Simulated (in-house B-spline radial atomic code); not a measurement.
The numbers below are computed, except where a source is named.
Two electrons in Ge: a spherical dot of radius 10.6 nm with hard walls with a doubly ionised double donor at its centre

For Ge the NSM archive of the Ioffe Institute lists m_l = 1.6 m0, m_t = 0.08 m0 and ε = 16.2; the model takes one isotropic valley with the conductivity mass 3/(1/m_l + 2/m_t) = 0.117 m0, and so misses anisotropy and the other valleys. All triplets below are those of one valley; with several valleys two electrons can form a triplet in the 1s orbital itself, at an energy set by the valley splitting. Real donors also feel a central-cell potential, which shifts the ground state; some double donors stay shallow and helium-like, others are deep centres that this model can't describe.

Effective-mass model with parabolic bands, a uniform dielectric constant, no image charges, no central-cell or spin-orbit terms. Two-electron levels come from full CI in B-splines with partial waves to l = 5 (up to 0.001 effective hartree above the limit).

What are the effective units, and what is the potential in them?

Ha* = 27211.386 meV × 0.117/16.2² = 12.13 meV and a* = 0.0529177 nm × 16.2/0.117 = 7.327 nm. The radius is R = 1.45 a*, with −2/r added.

In these units the lowest s and p orbitals lie at -1.6456 and 2.1551, and their Coulomb and exchange integrals are J_ss = 1.6058, J_sp = 1.2431 and K_sp = 0.2228. Full CI gives -1.7720 for the ground singlet, 1.5119 for the sp triplet, 1.9132 for the sp singlet and 4.3601 for the lowest triplet of two s orbitals.

What does it cost to add the second electron, to first order and exactly?

To first order E = 2ε_s + J_ss = -1.6853, so the charging energy E(2) − 2E(1) is J_ss = 19.48 meV. CI gives -1.7720 − 2 × (-1.6456) = 1.5192, or 18.43 meV: relaxation and correlation lower it by 1.052 meV, 5.4 % of J_ss. The s² configuration of one-electron orbitals holds 99.0 % of the state, and the mean radius is 4.35 nm.

How far above the singlet do the triplets lie?

To first order the sp triplet lies at ε_s + ε_p + J_sp − K_sp = 1.5299, which is 39 meV above 2ε_s + J_ss. CI gives 1.5119 − (-1.7720) = 3.2839, or 39.84 meV, 86 % of the orbital spacing of 46.11 meV. The ss triplet lies 74.39 meV up, so the lower of the two is the sp one, and its gap equals k_BT at 462 K. The sp singlet-triplet splitting is 4.869 meV, against 2K_sp = 5.406 meV.
